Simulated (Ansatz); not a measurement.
**Abstraction of Br: CHBr2Cl + C2H7Si → CHBrCl + C2H7BrSi**

Gas-phase species: CHBr2Cl (chlorodibromomethane) `ClC(Br)Br`, singlet; C2H7Si `CC[SiH2]`, doublet; CHBrCl `Cl[CH]Br`, doublet; C2H7BrSi `CC[SiH2]Br`, singlet. A radical takes Br: the energy is the difference in strength between the C–Br bond broken and the Si–Br bond made.

Shapes, held fixed at every level: PBE0-D4/def2-TZVP. Flexible molecules stand in one conformer, not always the lowest. Programs: Ansatz 0.2.0. The zero-point and thermal change to 298 K, harmonic and unscaled (PBE0-D4/def2-TZVP), is -0.4 kJ/mol.

```tsv
level	kind	ΔH(298 K) (kJ/mol)	less CCSD/def2-SVP
MP2/def2-TZVPP	perturbation theory	-136.5	+14.0
PBE-D4/def2-TZVPP	GGA	-140.0	+10.5
PBE0-D4/def2-TZVPP	global hybrid	-151.8	-1.3
r2SCAN0-D4/def2-TZVPP	global hybrid	-166.0	-15.5
B2PLYP/def2-TZVPP	double hybrid	-154.3	-3.8
CCSD(T)/def2-SVP	coupled cluster or CI	-145.3	+5.2
CCSD/def2-SVP	coupled cluster or CI	-150.5	0.0
```

The highest level, CCSD/def2-SVP, gives ΔH(298 K) = -150.5 kJ/mol; the levels span -166.0 to -136.5. The column of differences is taken from that level and isn't an error. No measured value is set beside it here. Open shells run unrestricted. Relativity is left out for Br. Outer-core shells of Br are correlated, in sets that cover them unevenly.
